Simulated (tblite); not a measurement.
A geometry optimisation, step by step.

C6H7OS (doublet state).
Atom-mapped SMILES: `[CH:1]#[C:2][C:3](=[O:4])[CH2:5][CH2:6][CH2:7][S:8]` (hydrogens: H9 on C1; H10, H11 on C5; H12, H13 on C6; H14, H15 on C7)
Bond orders are those of one Lewis drawing.

Computed with GFN2-xTB (tblite), gas phase: L-BFGS steps from a force-field or distance-geometry start until the largest atomic force falls under 0.01 eV/Å. 8 of its 93 geometries are shown.

Step 0: E = -641.6130 eV, largest atomic force 4.005 eV/Å
```
atom  x, y, z in Å  |  force x, y, z in eV/Å
C1      3.089   -0.069   -0.470   -1.649  -0.505  -0.420
C2      1.960   -0.426   -0.771    1.238   0.276   1.034
C3      0.623   -0.875   -1.092    0.196   0.379  -3.982
O4      0.363   -1.059   -2.326    0.530  -0.096   3.382
C5     -0.411   -1.073   -0.018   -0.657  -0.782  -1.716
C6     -0.838    0.184    0.667   -0.830   0.270   2.366
C7     -1.446    1.222   -0.244   -0.655   0.725   0.487
S8     -0.224    1.617   -1.474   -0.047   0.620  -0.412
H9      4.065    0.260   -0.224   -0.301  -0.106  -0.148
H10    -1.308   -1.480   -0.590    0.822   0.235   0.697
H11    -0.062   -1.824    0.674    0.112  -0.152   0.333
H12    -1.652   -0.137    1.376    0.531   0.321  -0.226
H13    -0.049    0.643    1.308   -0.225  -0.357  -0.624
H14    -2.400    0.853   -0.658    0.488   0.091  -0.284
H15    -1.714    2.172    0.315    0.446  -0.917  -0.487
```

Step 13: E = -642.0982 eV, largest atomic force 0.340 eV/Å
```
atom  x, y, z in Å  |  force x, y, z in eV/Å
C1      3.025   -0.067   -0.463   -0.148  -0.004   0.000
C2      1.886   -0.376   -0.693    0.030   0.013   0.022
C3      0.608   -0.864   -1.146   -0.057   0.089   0.151
O4      0.437   -1.195   -2.292   -0.041  -0.142  -0.306
C5     -0.442   -1.082   -0.069    0.054   0.057   0.021
C6     -0.851    0.177    0.701    0.029  -0.028  -0.005
C7     -1.439    1.243   -0.220    0.073  -0.021  -0.034
S8     -0.275    1.791   -1.485    0.012   0.036   0.103
H9      4.004    0.223   -0.227    0.065   0.044   0.057
H10    -1.317   -1.528   -0.555    0.122   0.023   0.122
H11     0.002   -1.795    0.633   -0.152  -0.045   0.014
H12    -1.611   -0.097    1.439   -0.028   0.005  -0.025
H13    -0.002    0.586    1.254    0.078   0.008  -0.152
H14    -2.314    0.859   -0.750    0.011   0.025   0.046
H15    -1.717    2.134    0.347   -0.050  -0.059  -0.014
```

Step 26: E = -642.1332 eV, largest atomic force 0.130 eV/Å
```
atom  x, y, z in Å  |  force x, y, z in eV/Å
C1      2.951   -0.025   -0.425   -0.003  -0.018   0.019
C2      1.841   -0.372   -0.733   -0.016  -0.063  -0.011
C3      0.581   -0.920   -1.177    0.065  -0.030  -0.026
O4      0.404   -1.298   -2.311    0.022   0.077   0.080
C5     -0.452   -1.103   -0.078    0.015   0.022  -0.020
C6     -0.797    0.180    0.672    0.046   0.029   0.041
C7     -1.420    1.242   -0.226   -0.003   0.009   0.025
S8     -0.228    1.917   -1.391    0.035  -0.007  -0.082
H9      3.917    0.278   -0.136   -0.126   0.025  -0.023
H10    -1.344   -1.533   -0.537   -0.039  -0.013   0.026
H11    -0.043   -1.819    0.642    0.004  -0.025  -0.067
H12    -1.497   -0.056    1.476   -0.038  -0.003  -0.004
H13     0.105    0.595    1.122    0.093   0.000   0.053
H14    -2.256    0.840   -0.800    0.006  -0.002  -0.010
H15    -1.767    2.084    0.374   -0.061  -0.002  -0.002
```

Step 39: E = -642.1438 eV, largest atomic force 0.042 eV/Å
```
atom  x, y, z in Å  |  force x, y, z in eV/Å
C1      2.909   -0.016   -0.398   -0.010   0.009  -0.002
C2      1.831   -0.421   -0.739   -0.013   0.006  -0.001
C3      0.569   -0.949   -1.190   -0.034   0.024  -0.002
O4      0.373   -1.296   -2.328    0.007  -0.002  -0.004
C5     -0.459   -1.108   -0.083   -0.012  -0.006   0.020
C6     -0.756    0.186    0.674    0.004   0.008   0.004
C7     -1.393    1.238   -0.227    0.006   0.003  -0.004
S8     -0.212    1.946   -1.388   -0.005  -0.016  -0.007
H9      3.846    0.349   -0.094    0.005   0.004   0.010
H10    -1.377   -1.506   -0.521    0.013  -0.010  -0.017
H11    -0.059   -1.844    0.620    0.000  -0.021   0.013
H12    -1.447   -0.033    1.492    0.009  -0.004  -0.007
H13     0.165    0.587    1.103    0.011  -0.005   0.004
H14    -2.208    0.808   -0.813    0.005   0.011  -0.005
H15    -1.786    2.067    0.364    0.014  -0.001  -0.001
```

Step 53: E = -642.1454 eV, largest atomic force 0.020 eV/Å
```
atom  x, y, z in Å  |  force x, y, z in eV/Å
C1      2.892    0.003   -0.390   -0.020   0.000  -0.004
C2      1.816   -0.402   -0.739    0.002  -0.003   0.006
C3      0.557   -0.940   -1.192    0.005  -0.006   0.011
O4      0.364   -1.284   -2.332    0.000  -0.011   0.001
C5     -0.465   -1.116   -0.081    0.010   0.001  -0.012
C6     -0.752    0.179    0.677    0.012  -0.013  -0.005
C7     -1.378    1.235   -0.229    0.001  -0.010   0.009
S8     -0.198    1.906   -1.412   -0.004  -0.002   0.010
H9      3.826    0.369   -0.079   -0.017  -0.001  -0.003
H10    -1.383   -1.514   -0.521    0.010   0.007  -0.003
H11    -0.062   -1.858    0.615   -0.002   0.016  -0.006
H12    -1.444   -0.031    1.498    0.001  -0.003  -0.016
H13     0.175    0.569    1.103   -0.003   0.011   0.007
H14    -2.205    0.815   -0.803   -0.007   0.002   0.004
H15    -1.749    2.076    0.359    0.011   0.012  -0.001
```

Step 66: E = -642.1465 eV, largest atomic force 0.019 eV/Å
```
atom  x, y, z in Å  |  force x, y, z in eV/Å
C1      2.865    0.028   -0.380    0.012   0.000  -0.004
C2      1.804   -0.395   -0.752   -0.008  -0.002   0.013
C3      0.554   -0.952   -1.203    0.000  -0.006   0.001
O4      0.366   -1.322   -2.336   -0.001  -0.004  -0.004
C5     -0.466   -1.119   -0.090    0.002  -0.001   0.002
C6     -0.747    0.173    0.676    0.003   0.002  -0.001
C7     -1.362    1.240   -0.222   -0.011  -0.002  -0.003
S8     -0.189    1.878   -1.431    0.001   0.001   0.001
H9      3.790    0.406   -0.056    0.005   0.009  -0.001
H10    -1.387   -1.515   -0.525    0.005   0.009  -0.007
H11    -0.061   -1.862    0.604   -0.004  -0.007   0.000
H12    -1.443   -0.041    1.490   -0.003   0.012  -0.002
H13     0.179    0.557    1.109    0.012  -0.012   0.003
H14    -2.209    0.839   -0.779   -0.018  -0.002  -0.005
H15    -1.700    2.094    0.367    0.005   0.002   0.007
```

Step 79: E = -642.1473 eV, largest atomic force 0.033 eV/Å
```
atom  x, y, z in Å  |  force x, y, z in eV/Å
C1      2.862    0.046   -0.382    0.007   0.009   0.015
C2      1.805   -0.400   -0.738   -0.014   0.004  -0.007
C3      0.562   -0.969   -1.196    0.017  -0.003  -0.028
O4      0.393   -1.354   -2.327    0.005   0.004   0.030
C5     -0.476   -1.124   -0.098    0.005   0.007  -0.001
C6     -0.744    0.167    0.672   -0.008   0.024  -0.006
C7     -1.356    1.246   -0.215   -0.006   0.015  -0.016
S8     -0.197    1.862   -1.449   -0.014  -0.013   0.011
H9      3.778    0.448   -0.060   -0.007  -0.011  -0.010
H10    -1.395   -1.504   -0.550   -0.014   0.009   0.000
H11    -0.093   -1.878    0.596    0.000  -0.011   0.004
H12    -1.442   -0.039    1.488    0.013  -0.017   0.009
H13     0.188    0.541    1.102    0.003  -0.010   0.009
H14    -2.225    0.861   -0.752    0.008   0.007  -0.002
H15    -1.664    2.106    0.383    0.004  -0.014  -0.009
```

Step 92: E = -642.1478 eV, largest atomic force 0.007 eV/Å
```
atom  x, y, z in Å  |  force x, y, z in eV/Å
C1      2.855    0.063   -0.378   -0.003  -0.001  -0.003
C2      1.801   -0.390   -0.733    0.001  -0.001  -0.002
C3      0.567   -0.977   -1.194   -0.002   0.000  -0.001
O4      0.415   -1.385   -2.319    0.006   0.002   0.001
C5     -0.483   -1.123   -0.106    0.002   0.001   0.000
C6     -0.742    0.164    0.673    0.000  -0.001  -0.002
C7     -1.351    1.248   -0.209   -0.003   0.001   0.000
S8     -0.203    1.838   -1.464    0.001   0.001  -0.001
H9      3.771    0.471   -0.062   -0.003  -0.002   0.003
H10    -1.404   -1.486   -0.569    0.005   0.000   0.003
H11    -0.117   -1.890    0.583   -0.004   0.001  -0.001
H12    -1.437   -0.045    1.490    0.006   0.003   0.002
H13     0.194    0.530    1.103   -0.004  -0.003   0.001
H14    -2.234    0.875   -0.732   -0.002  -0.003   0.002
H15    -1.636    2.115    0.389    0.000   0.002   0.000
```

Question: Summarise the path.

Answer: The energy falls by 12.33 kcal/mol from step 0 to step 92; nine tenths of that is first reached at step 13. It falls at every step. The largest force goes from 4.005 to 0.007 eV/Å. Among the bonds C3=O4 changes most, from 1.275 to 1.206 Å; the atoms move by 0.222 Å rms after alignment.

Question: Follow the three bonds and two angles with the largest change from start to end.

Answer: 
```csv
step,E above end (kcal/mol),largest force (eV/Å),C3=O4 (Å),C5–H10 (Å),C7–H15 (Å),C2–C3–C5 (°),S8–C7–H14 (°)
0,12.33,4.005,1.275,1.138,1.135,121.2,114.2
4,3.90,0.473,1.215,1.099,1.093,118.4,111.6
8,2.04,0.254,1.213,1.088,1.089,115.7,107.6
12,1.28,0.219,1.207,1.095,1.091,116.3,106.4
16,0.87,0.138,1.209,1.092,1.093,114.9,107.0
20,0.67,0.135,1.207,1.092,1.091,115.2,107.6
24,0.42,0.102,1.207,1.094,1.093,115.1,107.8
28,0.24,0.103,1.207,1.091,1.090,114.2,107.6
32,0.14,0.063,1.206,1.093,1.093,114.2,107.0
36,0.10,0.045,1.206,1.092,1.091,113.7,107.1
40,0.09,0.028,1.206,1.092,1.092,113.8,107.4
44,0.08,0.028,1.206,1.093,1.091,113.6,107.3
48,0.07,0.024,1.206,1.092,1.092,113.7,107.0
52,0.06,0.025,1.206,1.092,1.091,113.7,107.1
56,0.05,0.022,1.206,1.093,1.091,113.5,107.2
60,0.04,0.021,1.206,1.092,1.091,113.3,107.3
64,0.03,0.033,1.206,1.093,1.091,113.2,107.2
68,0.03,0.019,1.206,1.092,1.091,113.3,107.1
72,0.03,0.021,1.206,1.092,1.091,113.3,107.2
76,0.02,0.020,1.206,1.092,1.091,113.4,107.3
80,0.01,0.022,1.207,1.092,1.092,113.6,107.2
84,0.00,0.015,1.206,1.092,1.091,113.6,107.1
88,0.00,0.013,1.206,1.092,1.091,113.6,107.1
92,0.00,0.007,1.206,1.093,1.091,113.7,107.1
```

What follows is the cost of the whole relaxation. The run took 0.51 s of wall time on one thread of an Arm Neoverse V2, on a shared host.
